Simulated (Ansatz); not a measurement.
Nudged elastic band run: BH$_{9}$SSi$_{3}$

Input:

```yaml
crystal:
  periodic: [false, false, false]
  atoms:
    - { symbol: B, position_ang: [-0.613389, 2.292709, 1.223508] }
    - { symbol: S, position_ang: [-1.218729, 0.874943, 2.139774] }
    - { symbol: Si, position_ang: [-1.689241, -0.593891, 0.543329] }
    - { symbol: Si, position_ang: [0.276788, -1.669975, -0.239384] }
    - { symbol: Si, position_ang: [1.81911, -0.209655, -1.295011] }
    - { symbol: H, position_ang: [-0.544184, 2.297092, 0.015545] }
    - { symbol: H, position_ang: [-0.283263, 3.248091, 1.887577] }
    - { symbol: H, position_ang: [-2.610058, -1.591066, 1.185472] }
    - { symbol: H, position_ang: [-2.422814, 0.10084, -0.565748] }
    - { symbol: H, position_ang: [-0.136467, -2.740942, -1.215368] }
    - { symbol: H, position_ang: [0.936188, -2.34398, 0.932887] }
    - { symbol: H, position_ang: [1.171104, 0.465147, -2.469494] }
    - { symbol: H, position_ang: [2.298431, 0.837678, -0.333035] }
    - { symbol: H, position_ang: [3.003525, -0.99609, -1.781252] }
basis:
  gaussian: { orbitals: def2-SVP }
hamiltonian:
  xc: blyp
neb:
  order_check: false
  images: 5
  f_tol: 0.05
  max_iterations: 60
  final_atoms:
    - { symbol: B, position_ang: [-0.60930264, 2.2926124, 1.19487423] }
    - { symbol: S, position_ang: [-1.20804114, 0.88491211, 2.13287745] }
    - { symbol: Si, position_ang: [-1.6884924, -0.59975004, 0.55459191] }
    - { symbol: Si, position_ang: [0.27266437, -1.67370449, -0.24271118] }
    - { symbol: Si, position_ang: [1.8189872, -0.20183869, -1.27613477] }
    - { symbol: H, position_ang: [-0.27485997, 3.25620763, 1.84440524] }
    - { symbol: H, position_ang: [-0.54939324, 2.28268873, -0.01395791] }
    - { symbol: H, position_ang: [-2.59883303, -1.59524879, 1.21389248] }
    - { symbol: H, position_ang: [-2.43624911, 0.08241903, -0.55300835] }
    - { symbol: H, position_ang: [-0.14670638, -2.72815829, -1.23350016] }
    - { symbol: H, position_ang: [0.93109439, -2.36766002, 0.9181599] }
    - { symbol: H, position_ang: [1.16846945, 0.50857169, -2.42752546] }
    - { symbol: H, position_ang: [2.31564231, 0.81623131, -0.29205201] }
    - { symbol: H, position_ang: [2.9920212, -0.98638157, -1.79111137] }
  initial_path:
    images:
      - { positions_ang: [[-0.613389, 2.292709, 1.223508], [-1.218729, 0.874943, 2.139774], [-1.689241, -0.593891, 0.543329], [0.276788, -1.669975, -0.239384], [1.81911, -0.209655, -1.295011], [-0.544184, 2.297092, 0.015545], [-0.283263, 3.248091, 1.887577], [-2.610058, -1.591066, 1.185472], [-2.422814, 0.10084, -0.565748], [-0.136467, -2.740942, -1.215368], [0.936188, -2.34398, 0.932887], [1.171104, 0.465147, -2.469494], [2.298431, 0.837678, -0.333035], [3.003525, -0.99609, -1.781252]] }
      - { positions_ang: [[-0.61292611, 2.25181952, 1.14024263], [-1.11319866, 0.84161179, 2.14472387], [-1.64660758, -0.58317017, 0.55727905], [0.28817297, -1.66015562, -0.2407403], [1.77604519, -0.20769267, -1.23900194], [-0.42892372, 2.6205679, 0.48667049], [-0.43654691, 2.86291296, 1.19525187], [-2.54464736, -1.57309366, 1.17723372], [-2.35422464, 0.12772318, -0.52180072], [-0.16250237, -2.68421527, -1.23166798], [0.91911699, -2.36680709, 0.90731089], [1.11924495, 0.53108902, -2.33672715], [2.26407588, 0.78026489, -0.23816398], [2.91992237, -0.96995379, -1.77181045]] }
      - { positions_ang: [[-0.61246323, 2.21093004, 1.05697725], [-1.00766832, 0.80828057, 2.14967375], [-1.60397415, -0.57244934, 0.57122909], [0.29955793, -1.65033623, -0.24209659], [1.73298039, -0.20573034, -1.18299288], [-0.31366344, 2.94404379, 0.95779599], [-0.58983083, 2.47773493, 0.50292673], [-2.47923673, -1.55512132, 1.16899545], [-2.28563529, 0.15460636, -0.47785345], [-0.18853774, -2.62748855, -1.24796797], [0.90204599, -2.38963418, 0.88173478], [1.06738591, 0.59703105, -2.2039603], [2.22972076, 0.72285179, -0.14329296], [2.83631975, -0.94381758, -1.76236889]] }
      - { positions_ang: [[-0.61200034, 2.17004056, 0.97371188], [-0.90213798, 0.77494936, 2.15462362], [-1.56134073, -0.56172851, 0.58517914], [0.3109429, -1.64051685, -0.24345289], [1.68991558, -0.203768, -1.12698382], [-0.19840316, 3.26751969, 1.42892148], [-0.74311474, 2.09255689, -0.1893984], [-2.41382609, -1.53714898, 1.16075717], [-2.21704593, 0.18148955, -0.43390617], [-0.2145731, -2.57076182, -1.26426795], [0.88497498, -2.41246127, 0.85615867], [1.01552686, 0.66297307, -2.07119345], [2.19536563, 0.66543868, -0.04842194], [2.75271712, -0.91768136, -1.75292734]] }
      - { positions_ang: [[-0.61110111, 2.21089784, 1.04743266], [-1.0041057, 0.81160361, 2.1473749], [-1.60372462, -0.57440235, 0.5749834], [0.29818339, -1.65157939, -0.24320565], [1.73293946, -0.2031249, -1.1767008], [-0.22388876, 3.263749, 1.56741607], [-0.67854091, 2.15593417, -0.13091824], [-2.47549507, -1.55651558, 1.17846894], [-2.29011366, 0.14846604, -0.47360689], [-0.19195086, -2.62322731, -1.25401202], [0.90034812, -2.39752752, 0.87682575], [1.06650772, 0.61150594, -2.18997079], [2.23545786, 0.71570289, -0.12963197], [2.83248515, -0.94058143, -1.76565535]] }
      - { positions_ang: [[-0.61020187, 2.25175512, 1.12115345], [-1.10607342, 0.84825786, 2.14012617], [-1.64610851, -0.5870762, 0.56478765], [0.28542388, -1.66264194, -0.24295842], [1.77596333, -0.20248179, -1.22641778], [-0.24937437, 3.25997832, 1.70591066], [-0.61396708, 2.21931145, -0.07243807], [-2.53716405, -1.57588219, 1.19618071], [-2.36318139, 0.11544254, -0.51330762], [-0.16932862, -2.6756928, -1.24375609], [0.91572125, -2.38259377, 0.89749282], [1.11748858, 0.56003882, -2.30874812], [2.27555009, 0.7659671, -0.21084199], [2.91225317, -0.9634815, -1.77838336]] }
      - { positions_ang: [[-0.60930264, 2.2926124, 1.19487423], [-1.20804114, 0.88491211, 2.13287745], [-1.6884924, -0.59975004, 0.55459191], [0.27266437, -1.67370449, -0.24271118], [1.8189872, -0.20183869, -1.27613477], [-0.27485997, 3.25620763, 1.84440524], [-0.54939324, 2.28268873, -0.01395791], [-2.59883303, -1.59524879, 1.21389248], [-2.43624911, 0.08241903, -0.55300835], [-0.14670638, -2.72815829, -1.23350016], [0.93109439, -2.36766002, 0.9181599], [1.16846945, 0.50857169, -2.42752546], [2.31564231, 0.81623131, -0.29205201], [2.9920212, -0.98638157, -1.79111137]] }
```

Run as:

```bash
$ ansatz run input.yaml --threads 2 --pin off --max-ram 3072MiB --backend cpu --events-out ev --progress --plain --runs-dir out
```

Output, in part (warnings, iteration lines, the closing report on the highest movable image, with atoms numbered from 0):

```
NEB end point (image 0): max|allowed force component| = 6.389e-3 eV/Å (the criterion of neb.relax_end_points is 1.000e-2)
NEB end point (image 6): max|allowed force component| = 1.356e-2 eV/Å (the criterion of neb.relax_end_points is 1.000e-2)
NEB iter   1: max|band force component| = 8.349e1 eV/Å  barrier→ = 21.6636 eV  barrier← = 21.6637 eV  Δτ_max = 0.2000 Å  (196 SCF iters)
NEB iter   2: max|band force component| = 2.636e1 eV/Å  barrier→ = 9.3719 eV  barrier← = 9.3720 eV  Δτ_max = 0.1996 Å  (155 SCF iters)
NEB iter   3: max|band force component| = 1.281e1 eV/Å  barrier→ = 7.7724 eV  barrier← = 7.7725 eV  Δτ_max = 0.2000 Å  (163 SCF iters)
NEB iter   4: max|band force component| = 7.218e0 eV/Å  barrier→ = 6.0685 eV  barrier← = 6.0686 eV  Δτ_max = 0.2000 Å  (156 SCF iters)
NEB iter   5: max|band force component| = 5.658e0 eV/Å  barrier→ = 5.3066 eV  barrier← = 5.3067 eV  Δτ_max = 0.1948 Å  (156 SCF iters)
NEB iter   6: max|band force component| = 4.272e0 eV/Å  barrier→ = 4.3856 eV  barrier← = 4.3857 eV  Δτ_max = 0.2000 Å  (157 SCF iters)
NEB iter   7: max|band force component| = 4.774e0 eV/Å  barrier→ = 2.8991 eV  barrier← = 2.8992 eV  Δτ_max = 0.1025 Å  (153 SCF iters)
NEB iter   8: max|band force component| = 5.251e0 eV/Å  barrier→ = 2.4477 eV  barrier← = 2.4478 eV  Δτ_max = 0.0499 Å  (144 SCF iters)
NEB iter   9: max|band force component| = 4.764e0 eV/Å  barrier→ = 2.0956 eV  barrier← = 2.0957 eV  Δτ_max = 0.0507 Å  (146 SCF iters)
NEB iter  10: max|band force component| = 3.642e0 eV/Å  barrier→ = 1.6428 eV  barrier← = 1.6429 eV  Δτ_max = 0.0996 Å  (144 SCF iters)
NEB iter  11: max|band force component| = 1.510e0 eV/Å  barrier→ = 1.1762 eV  barrier← = 1.1763 eV  Δτ_max = 0.1973 Å  (144 SCF iters)
NEB iter  12: max|band force component| = 1.267e0 eV/Å  barrier→ = 0.7504 eV  barrier← = 0.7505 eV  Δτ_max = 0.1991 Å  (141 SCF iters)
NEB iter  13: max|band force component| = 4.157e-1 eV/Å  barrier→ = 0.5829 eV  barrier← = 0.5830 eV  CI = image 2  Δτ_max = 0.2000 Å  (143 SCF iters)
NEB iter  14: max|band force component| = 6.663e-1 eV/Å  barrier→ = 0.6627 eV  barrier← = 0.6628 eV  CI = image 2  Δτ_max = 0.1000 Å  (142 SCF iters)
NEB iter  15: max|band force component| = 4.796e-1 eV/Å  barrier→ = 0.6805 eV  barrier← = 0.6806 eV  CI = image 2  Δτ_max = 0.1004 Å  (144 SCF iters)
NEB iter  16: max|band force component| = 6.750e-1 eV/Å  barrier→ = 0.6820 eV  barrier← = 0.6821 eV  CI = image 2  Δτ_max = 0.0501 Å  (144 SCF iters)
NEB iter  17: max|band force component| = 2.908e-1 eV/Å  barrier→ = 0.6830 eV  barrier← = 0.6831 eV  CI = image 2  Δτ_max = 0.1001 Å  (146 SCF iters)
NEB iter  18: max|band force component| = 1.821e-1 eV/Å  barrier→ = 0.6796 eV  barrier← = 0.6797 eV  CI = image 2  Δτ_max = 0.0478 Å  (146 SCF iters)
NEB iter  19: max|band force component| = 7.333e-2 eV/Å  barrier→ = 0.6791 eV  barrier← = 0.6792 eV  CI = image 2  Δτ_max = 0.0323 Å  (128 SCF iters)
NEB iter  20: max|band force component| = 2.908e-2 eV/Å  barrier→ = 0.6782 eV  barrier← = 0.6783 eV  CI = image 2  Δτ_max = 0.0000 Å  (282 SCF iters)
Total energy: -35278.13635606 eV, -1296.4475987055 hartree
Atom 0 at    -0.764019     2.320631     1.154379 Å, force     0.006382     0.007077    -0.020009 eV/Å
Atom 1 at    -0.963681     0.832489     2.237771 Å, force     0.002816    -0.000207     0.004165 eV/Å
Atom 2 at    -1.587401    -0.536794     0.635810 Å, force     0.003633     0.000332     0.003589 eV/Å
Atom 3 at     0.271484    -1.696383    -0.285442 Å, force    -0.003766     0.000940     0.006245 eV/Å
Atom 4 at     1.892912    -0.268155    -1.262540 Å, force    -0.000423    -0.001069    -0.004994 eV/Å
Atom 5 at     0.312056     2.565215     0.652098 Å, force    -0.006321     0.004967     0.007173 eV/Å
Atom 6 at    -1.706383     3.062713     0.980100 Å, force    -0.001678    -0.012713     0.006894 eV/Å
Atom 7 at    -2.542011    -1.488785     1.295855 Å, force    -0.003412    -0.001692    -0.005767 eV/Å
Atom 8 at    -2.331129     0.223488    -0.428269 Å, force     0.003278     0.001267    -0.002666 eV/Å
Atom 9 at    -0.235874    -2.661108    -1.327091 Å, force     0.001238     0.000392     0.001716 eV/Å
Atom 10 at     0.904965    -2.500943     0.815988 Å, force    -0.001581     0.001403     0.001071 eV/Å
Atom 11 at     1.279461     0.505331    -2.394829 Å, force     0.000177     0.002661     0.004830 eV/Å
Atom 12 at     2.422751     0.697332    -0.244580 Å, force     0.003591    -0.003604     0.000418 eV/Å
Atom 13 at     3.033870    -1.084132    -1.800449 Å, force    -0.003932     0.000246    -0.002665 eV/Å
Dipole moment:    -0.007782    -0.101850    -0.182299 e Å
```

It converged. A vibrational analysis at the climbing image gives one clearly imaginary mode, 466i cm⁻¹: a first-order saddle point.

Final band (atoms are numbered from 1 in the order of the input):

```tsv
image	path coordinate (Å)	energy (eV)	dihedral H6–B1–S2–Si3 (°)
0	0.00	0.00	0
1	1.18	0.21	-36
2	2.35	0.68	-92
3	3.20	0.36	-131
4	4.05	0.06	-164
5	4.90	0.01	-180
6	5.75	0.00	-180
```

Time of the run: 2.7 min on 2 threads of Intel(R) Xeon(R) 6975P-C (Granite Rapids) (shared host), peak memory 0.2 GiB.
